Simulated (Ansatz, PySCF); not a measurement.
Reaction (SMILES): [F][Ge]([F])([F])[I] [trifluoro(iodo)germane] → [F][Ge]([F])[F] + I atom (the Ge-I bond breaks)

Property: bond dissociation energy (enthalpy at 298 K), in kcal/mol. Conventions: dispersion terms only where a functional's name holds one; six Cartesian d functions in 6-31G* and its kin unless marked 5d; LANL2DZ with its own core potentials from Na on; open shells spin-unrestricted; def2 sets with scalar-relativistic core potentials past Kr; STO-3G and 3-21G all-electron and non-relativistic; no spin-orbit coupling; frozen cores in correlated levels (noble-gas shells and the d and f shells of earlier blocks). Ab initio and DFT rows: single points at B3LYP-D3(BJ) geometries (Ansatz, an electronic-structure program), with unscaled harmonic terms from B3LYP/6-31G* (LANL2DZ past Ar) (Ansatz) at its own minima.

| level | program | bond dissociation energy (enthalpy at 298 K) (kcal/mol) |
|---|---|---|
| HF/STO-3G | Ansatz | 75.5 |
| HF/LANL2DZ | Ansatz | 31.1 |
| PBE/STO-3G | Ansatz | 78.2 |
| PBE/3-21G | Ansatz | 68.0 |
| PBE/LANL2DZ | Ansatz | 55.6 |
| PBE/6-31G* with LANL2DZ past Ar | Ansatz | 62.0 |
| BP86/def2-SVP | PySCF | 68.2 |
| B3LYP/STO-3G | Ansatz | 79.2 |
| B3LYP/LANL2DZ | Ansatz | 50.2 |
| B3LYP/6-31G* with LANL2DZ past Ar | Ansatz | 56.9 |
| PBE0/6-31G* with LANL2DZ past Ar | Ansatz | 60.9 |
| MP2/3-21G | Ansatz | 57.6 |
| MP2/LANL2DZ | Ansatz | 43.1 |
| MP2/6-31G* with LANL2DZ past Ar | Ansatz | 51.2 |
| PBE/def2-TZVPD | Ansatz | 68.9 |
| PBE0/def2-TZVPD | Ansatz | 70.3 |

No value to compare with is used here. The 14 habitual levels span 31.1 (HF/LANL2DZ) to 79.2 kcal/mol (B3LYP/STO-3G); PBE0/def2-TZVPD gives 70.3.

The levels are drawn from those run, B3LYP/6-31G* more often than the rest, none by its result; left out are runs that failed, that the program found above a lower state of the same kind, or whose <S^2> lies over 0.5 above the pure value.
